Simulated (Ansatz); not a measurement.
C8H8O can be A, `C=COc1ccccc1`, or B, `c1ccc2c(c1)COC2`.

Computed with Ansatz on PBE0-D4/def2-TZVP structures; ΔE is electronic, products minus reactants. CCSD(T)/CBS is the MP2 limit (def2-TZVPP, def2-QZVPP) plus CCSD(T) − MP2 in def2-TZVPP, frozen cores. Functionals use def2-TZVPP. Each species was taken in one conformer, which may not be the lowest.

A:

Z-matrix (Å, degrees):
```
C
C 1 1.323
H 1 1.081 2 119.6
H 1 1.083 2 121.5 3 178.9
O 2 1.359 1 121.8 3 -175.3
H 2 1.087 1 123.1 3 1.3
C 5 1.365 2 118.4 1 -154.6
C 7 1.389 5 116.6 2 -153.6
C 7 1.388 5 122.8 2 28.4
C 8 1.383 7 119.5 5 -178.7
H 8 1.083 7 118.9 5 1.5
C 9 1.388 7 119.3 5 179.0
H 9 1.083 7 120.3 5 0.5
C 10 1.389 8 120.5 7 -0.2
H 10 1.084 8 119.4 7 -179.9
H 12 1.084 9 119.2 7 -179.9
H 14 1.083 10 120.3 8 -179.8
```

B:

Z-matrix (Å, degrees):
```
C
C 1 1.495
O 1 1.418 2 105.3
H 1 1.095 2 113.1 3 -118.6
H 1 1.100 2 111.5 3 119.7
C 2 1.385 1 108.5 3 -7.9
C 2 1.383 1 130.7 3 173.0
C 3 1.418 1 110.7 2 13.2
C 6 1.383 2 120.8 1 -179.2
C 7 1.389 2 118.6 1 179.2
H 7 1.085 2 121.1 1 -1.0
H 8 1.100 3 110.4 1 107.2
H 8 1.095 3 108.7 1 -134.7
C 9 1.389 6 118.6 2 -0.2
H 9 1.085 6 121.1 2 180.0
H 10 1.084 7 119.8 2 179.6
H 14 1.084 9 119.7 6 -179.6
```

Problem. Which isomer does CCSD(T)/CBS put lower? Give the gap. (Best estimate.)

Solution. Computed: B, by 13.7 kcal/mol.

Problem. Give E(B) − E(A) in kcal/mol with PBE-D4, CCSD/def2-TZVPP, ωB97M-V, PBE0-D4, B2PLYP, MP2/def2-TZVPP, r2SCAN-D4. (An estimate is asked.)

Solution. Ansatz gave: PBE-D4 -12.6, CCSD/def2-TZVPP -14.2, ωB97M-V -13.7, PBE0-D4 -15.9, B2PLYP -11.4, MP2/def2-TZVPP -16.0, r2SCAN-D4 -12.4. None reverses the order clearly.

Largest T1 diagnostic: 0.012.

From r2SCAN to r2SCAN0 (25 % exact exchange), in def2-TZVPP and without D4, E(B) − E(A) moves by −2.7 kcal/mol. In def2-TZVPP, CCSD(T) changes the Hartree–Fock value by −1.6 kcal/mol (the triples alone add +0.6 kcal/mol) and MP2 by −3.9 kcal/mol.
